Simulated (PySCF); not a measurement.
PySCF input file for H6Si3, SMILES [SiH2]1[SiH2][SiH2]1, TDA-PBE0/def2-SVPD. The structure is a stationary point at PBE0-D3(BJ)/def2-SVP.

```python
import numpy as np
from pyscf import gto, scf, dft, tdscf

mol = gto.M(
    atom='''
    Si    1.34927107    0.00000000   -0.00000000
    H     2.16611663    0.00000000    1.24721147
    H     2.16611663   -0.00000000   -1.24721147
    Si   -0.67463553    1.16850302    0.00000000
    H    -1.08305831    1.87591203    1.24721147
    H    -1.08305832    1.87591203   -1.24721147
    Si   -0.67463554   -1.16850302    0.00000000
    H    -1.08305832   -1.87591203    1.24721147
    H    -1.08305832   -1.87591203   -1.24721147
    ''',
    basis='def2-SVPD',
    charge=0,
    spin=0,
    symmetry=True,
    max_memory=1600,
    verbose=4,
)
mf = dft.RKS(mol, xc='pbe0').density_fit(auxbasis='def2-universal-jkfit')
mf.grids.level = 3
mf.conv_tol = 1e-9
mf.max_cycle = 100
mf.kernel()
mf.grids = dft.Grids(mol).set(level=1).build(with_non0tab=True)  # coarser grid for the response kernel
td = tdscf.TDA(mf)
td.singlet = True
td.nstates = 10
td.conv_tol = 1e-4
td.positive_eig_threshold = 1e-6
td.kernel(x0=td.get_init_guess(mf, 15))
td.analyze()
tt = tdscf.TDA(mf)
tt.singlet = False
tt.nstates = 4
tt.conv_tol = 1e-4
tt.positive_eig_threshold = 1e-6
tt.kernel(x0=tt.get_init_guess(mf, 9))
tt.analyze(verbose=3)
```

Log of the run:

```
PySCF version 2.14.0

[INPUT] verbose = 4
[INPUT] num. atoms = 9
[INPUT] num. electrons = 48
[INPUT] charge = 0
[INPUT] spin (= nelec alpha-beta = 2S) = 0
[INPUT] symmetry True subgroup None
[INPUT] Mole.unit = angstrom
[INPUT] Symbol           X                Y                Z      unit          X                Y                Z       unit  Magmom
[INPUT]  1 Si     1.349271070000   0.000000000000   0.000000000000 AA    2.549752790099   0.000000000000   0.000000000000 Bohr   0.0
[INPUT]  2 H      2.166116630000   0.000000000000   1.247211470000 AA    4.093367184566   0.000000000000   2.356888097716 Bohr   0.0
[INPUT]  3 H      2.166116630000   0.000000000000  -1.247211470000 AA    4.093367184566   0.000000000000  -2.356888097716 Bohr   0.0
[INPUT]  4 Si    -0.674635530000   1.168503020000   0.000000000000 AA   -1.274876385601   2.208150683527   0.000000000000 Bohr   0.0
[INPUT]  5 H     -1.083058310000   1.875912030000   1.247211470000 AA   -2.046683582834   3.544959970477   2.356888097716 Bohr   0.0
[INPUT]  6 H     -1.083058320000   1.875912030000  -1.247211470000 AA   -2.046683601732   3.544959970477  -2.356888097716 Bohr   0.0
[INPUT]  7 Si    -0.674635540000  -1.168503020000   0.000000000000 AA   -1.274876404498  -2.208150683527   0.000000000000 Bohr   0.0
[INPUT]  8 H     -1.083058320000  -1.875912030000   1.247211470000 AA   -2.046683601732  -3.544959970477   2.356888097716 Bohr   0.0
[INPUT]  9 H     -1.083058320000  -1.875912030000  -1.247211470000 AA   -2.046683601732  -3.544959970477  -2.356888097716 Bohr   0.0

nuclear repulsion = 191.961484622509
point group symmetry = D3h, use subgroup C2v
symmetry origin: [-3.93693023e-10  0.00000000e+00  0.00000000e+00]
symmetry axis x: [ 0.00000000e+00  1.00000000e+00 -8.11923616e-18]
symmetry axis y: [-2.90223674e-10  8.11923616e-18  1.00000000e+00]
symmetry axis z: [1.00000000e+00 2.35639455e-27 2.90223674e-10]
num. orbitals of irrep A1 = 43
num. orbitals of irrep A2 = 19
num. orbitals of irrep B1 = 32
num. orbitals of irrep B2 = 26
number of shells = 54
number of NR pGTOs = 186
number of NR cGTOs = 120
basis = def2-SVPD
ecp = {}


******** <class 'pyscf.df.df_jk.DFSymAdaptedRKS'> ********
method = DFSymAdaptedRKS
initial guess = minao
damping factor = 0
level_shift factor = 0
DIIS = <class 'pyscf.scf.diis.CDIIS'>
diis_start_cycle = 1
diis_space = 8
diis_damp = 0
SCF conv_tol = 1e-09
SCF conv_tol_grad = None
SCF max_cycles = 100
direct_scf = False
XC library pyscf.dft.libxc version 7.1.2
    S. Lehtola, C. Steigemann, M. J. T. Oliveira, and M. A. L. Marques,  SoftwareX 7, 1–5 (2018)
XC functionals = pbe0
    C. Adamo and V. Barone,  J. Chem. Phys. 110, 6158 (1999)
    M. Ernzerhof and G. E. Scuseria,  J. Chem. Phys. 110, 5029 (1999)
radial grids:
    Treutler-Ahlrichs [JCP 102, 346 (1995); DOI:10.1063/1.469408] (M4) radial grids

becke partition: Becke, JCP 88, 2547 (1988); DOI:10.1063/1.454033
pruning grids: <function nwchem_prune>
grids dens level: 3
symmetrized grids: True
atomic radii adjust function: <function treutler_atomic_radii_adjust>
small_rho_cutoff = 0
Freeze 0 electrons in irreps []
    48 free electrons in irreps A1 A2 B1 B2
Set gradient conv threshold to 3.16228e-05
Initial guess from minao.
tot grids = 116392
******** <class 'pyscf.df.df.DF'> ********
auxbasis = def2-universal-jkfit
init E= -871.313889768487
HOMO (A1) = -0.257163122196014  LUMO (B2) = -0.0818736853716704  gap/eV = 4.76987
cycle= 1 E= -871.394683031737  delta_E= -0.0808  |g|= 0.0915  |ddm|= 3.17
HOMO (A1) = -0.251100513385686  LUMO (B2) = -0.0363163456178972  gap/eV = 5.84457
cycle= 2 E= -871.397301565019  delta_E= -0.00262  |g|= 0.0199  |ddm|= 0.334
HOMO (A1) = -0.257024064348871  LUMO (B2) = -0.0425141569763676  gap/eV = 5.83711
cycle= 3 E= -871.397384037199  delta_E= -8.25e-05  |g|= 0.0142  |ddm|= 0.0723
HOMO (A1) = -0.254529193925306  LUMO (B2) = -0.0399771629762697  gap/eV = 5.83826
cycle= 4 E= -871.397470545499  delta_E= -8.65e-05  |g|= 0.00238  |ddm|= 0.0339
HOMO (A1) = -0.254986802615545  LUMO (B2) = -0.0402146821120426  gap/eV = 5.84425
cycle= 5 E= -871.397472599948  delta_E= -2.05e-06  |g|= 0.000226  |ddm|= 0.0043
HOMO (A1) = -0.254919057674349  LUMO (B2) = -0.040166507869412  gap/eV = 5.84371
cycle= 6 E= -871.397472622975  delta_E= -2.3e-08  |g|= 8.85e-06  |ddm|= 0.000561
HOMO (A1) = -0.254920718752008  LUMO (B2) = -0.04016782018746  gap/eV = 5.84372
cycle= 7 E= -871.397472623033  delta_E= -5.82e-11  |g|= 1.13e-06  |ddm|= 4.37e-05
HOMO (A1) = -0.254920760874504  LUMO (B2) = -0.0401675892472682  gap/eV = 5.84373
Extra cycle  E= -871.397472623036  delta_E= -2.5e-12  |g|= 4.21e-07  |ddm|= 2.77e-06
converged SCF energy = -871.397472623036
tot grids = 34072
Overwritten attributes  positive_eig_threshold  of <class 'pyscf.tdscf.rks.TDA'>


******** <class 'pyscf.tdscf.rks.TDA'> for <class 'pyscf.df.df_jk.DFSymAdaptedRKS'> ********
nstates = 10 singlet
deg_eia_thresh = 1.000e-03
wfnsym = None
conv_tol = 0.0001
eigh lindep = 1e-12
eigh level_shift = 0
eigh max_cycle = 100


Excitation energies (eV)
[4.49101426 4.49107743 5.6254444  5.69896632 5.69902217 5.83448235
 5.96061965 5.96076566 6.46899435 6.46913826]

** Singlet excitation energies and oscillator strengths **
Excited State   1:   A2      4.49101 eV    276.07 nm  f=0.0000
      23 -> 25       -0.70381
Excited State   2:   B2      4.49108 eV    276.07 nm  f=0.0000
      24 -> 25       -0.70381
Excited State   3:   B1      5.62544 eV    220.40 nm  f=0.0000
      23 -> 27        0.49739
      24 -> 26       -0.49736
Excited State   4:   B1      5.69897 eV    217.56 nm  f=0.0316
      23 -> 27        0.37098
      23 -> 28        0.21823
      24 -> 26        0.37103
      24 -> 29        0.41255
Excited State   5:   A1      5.69902 eV    217.55 nm  f=0.0316
      23 -> 26        0.37100
      23 -> 29       -0.41253
      24 -> 27       -0.37093
      24 -> 28        0.21843
Excited State   6:   A1      5.83448 eV    212.50 nm  f=0.0000
      23 -> 26        0.49642
      24 -> 27        0.49636
Excited State   7:   B1      5.96062 eV    208.01 nm  f=0.0006
      23 -> 27        0.13345
      23 -> 28       -0.65940
      23 -> 30       -0.10397
      24 -> 26        0.13347
Excited State   8:   A1      5.96077 eV    208.00 nm  f=0.0006
      23 -> 26        0.13349
      24 -> 27       -0.13381
      24 -> 28       -0.65934
      24 -> 30       -0.10388
Excited State   9:   B1      6.46899 eV    191.66 nm  f=0.2524
      21 -> 25        0.17583
      23 -> 27        0.28205
      23 -> 30        0.20470
      23 -> 33       -0.10424
      24 -> 26        0.28203
      24 -> 29       -0.49252
Excited State  10:   A1      6.46914 eV    191.65 nm  f=0.2525
      22 -> 25       -0.17587
      23 -> 26       -0.28198
      23 -> 29       -0.49259
      24 -> 27        0.28204
      24 -> 30       -0.20451
      24 -> 33        0.10431

** Transition electric dipole moments (AU) **
state          X           Y           Z        Dip. S.      Osc.
  1        -0.0000      0.0000      0.0000      0.0000      0.0000
  2        -0.0000      0.0000     -0.0000      0.0000      0.0000
  3        -0.0000     -0.0000     -0.0000      0.0000      0.0000
  4         0.0000      0.4755     -0.0000      0.2261      0.0316
  5         0.4755      0.0000     -0.0000      0.2261      0.0316
  6         0.0001      0.0000      0.0000      0.0000      0.0000
  7         0.0000     -0.0617      0.0000      0.0038      0.0006
  8        -0.0616     -0.0000      0.0000      0.0038      0.0006
  9         0.0000      1.2620      0.0000      1.5926      0.2524
 10        -1.2623      0.0000     -0.0000      1.5933      0.2525

** Transition velocity dipole moments (imaginary part, AU) **
state          X           Y           Z        Dip. S.      Osc.
  1        -0.0000     -0.0000      0.0000      0.0000      0.0000
  2        -0.0000      0.0000     -0.0000      0.0000      0.0000
  3        -0.0000     -0.0000      0.0000      0.0000      0.0000
  4        -0.0000      0.0944      0.0000      0.0089      0.0284
  5         0.0944      0.0000      0.0000      0.0089      0.0284
  6         0.0000      0.0000     -0.0000      0.0000      0.0000
  7        -0.0000      0.0425      0.0000      0.0018      0.0055
  8         0.0425      0.0000      0.0000      0.0018      0.0055
  9        -0.0000      0.2001      0.0000      0.0400      0.1123
 10        -0.2001     -0.0000     -0.0000      0.0400      0.1123

** Transition magnetic dipole moments (imaginary part, AU) **
state          X           Y           Z
  1         0.4084     -0.0000     -0.0000
  2         0.0000     -0.4085      0.0000
  3        -0.0000     -0.0000     -1.9891
  4        -0.0000     -0.0000      0.0001
  5        -0.0000     -0.0000     -0.0000
  6        -0.0000      0.0000      0.0000
  7        -0.0000     -0.0000     -0.0001
  8        -0.0000      0.0000     -0.0000
  9         0.0000     -0.0000     -0.0001
 10        -0.0000     -0.0000     -0.0000


******** <class 'pyscf.tdscf.rks.TDA'> for <class 'pyscf.df.df_jk.DFSymAdaptedRKS'> ********
nstates = 4 triplet
deg_eia_thresh = 1.000e-03
wfnsym = None
conv_tol = 0.0001
eigh lindep = 1e-12
eigh level_shift = 0
eigh max_cycle = 100


Excitation energies (eV)
[3.91153481 3.91162709 4.87938001 4.87943331]

** Triplet excitation energies and oscillator strengths **
Excited State   1:   A2      3.91153 eV    316.97 nm  f=0.0000
Excited State   2:   B2      3.91163 eV    316.96 nm  f=0.0000
Excited State   3:   B1      4.87938 eV    254.10 nm  f=0.0000
Excited State   4:   A1      4.87943 eV    254.10 nm  f=0.0000
```

The run converged.

Cost: about 50 core-seconds (a rough figure).
